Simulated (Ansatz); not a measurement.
## Energy profile

The step: SiH₄O ([OH][SiH3]) + NH₃ + HF → SiH₃OF ([OH][SiH2][F]) + NH₃ + H₂; bonds formed: Si1–F7, H2–H8, H6–N9; bonds broken: Si1–H2, H6–F7, H8–N9 (atoms numbered as in the saddle structure below).

| atom | x (Å) | y (Å) | z (Å) |
| --- | --- | --- | --- |
| Si1 | 0.2484 | 1.0072 | -0.8214 |
| H2 | -0.5623 | 0.8413 | 0.6102 |
| H3 | -0.6279 | 0.2462 | -1.7661 |
| H4 | -0.3849 | 2.3745 | -0.8042 |
| O5 | 1.6957 | 1.6176 | -1.3785 |
| H6 | 0.0577 | -1.6091 | 0.6847 |
| F7 | 1.0844 | -0.4363 | -0.2647 |
| H8 | -0.7949 | -0.2158 | 0.9486 |
| N9 | -0.7974 | -1.3718 | 1.2018 |
| H10 | 2.3914 | 0.9582 | -1.4186 |
| H11 | -0.7048 | -1.5650 | 2.1923 |
| H12 | -1.6053 | -1.8469 | 0.8160 |

Electronic energies by CCSD(T) at an estimated basis limit (MP2 extrapolated from triple and quadruple zeta, plus CCSD(T) − MP2 in triple zeta), on PBE0-D4/def2-TZVP structures; SiNH8OF, closed shell; no counterpoise correction. Program: Ansatz 0.2.0. Basis: def2-TZVPP and def2-QZVPP. Cores are frozen in the correlated methods. Extrapolation: Hartree–Fock as exp(−7.88 √X), correlation as X^−2.97.

Give the profile in kJ/mol, counted from the separated reactants. (To be estimated.)

Computed:
```json
{"point": "separated: SiH4O (linked as [OH][SiH3]; Si1, H2, H3, H4, O5, H10; singlet) + HF (H6, F7; singlet) + NH3 (H8, N9, H11, H12; singlet)", "kJ/mol": "0.0"}
{"point": "start structure", "kJ/mol": "-82.9"}
{"point": "saddle", "kJ/mol": "28.3"}
{"point": "end structure", "kJ/mol": "-154.6"}
{"point": "separated: SiH3OF (linked as [OH][SiH2][F]; Si1, H3, H4, O5, F7, H10; singlet) + H2 (H2, H8; singlet) + NH3 (H6, N9, H11, H12; singlet)", "kJ/mol": "-136.1"}
```

No T1 diagnostic of these runs exceeds 0.012.

For scale, one of the runs: CCSD(T)/def2-TZVPP, 247 basis functions, launched by `ansatz run in.yaml --threads 4 --pin off --events-out ev --progress --plain --max-ram 9574MiB`. Time: 110 s of wall clock on 4 CPU threads of an Arm Neoverse V2; the host was shared. Peak host memory: 5.2 GiB.
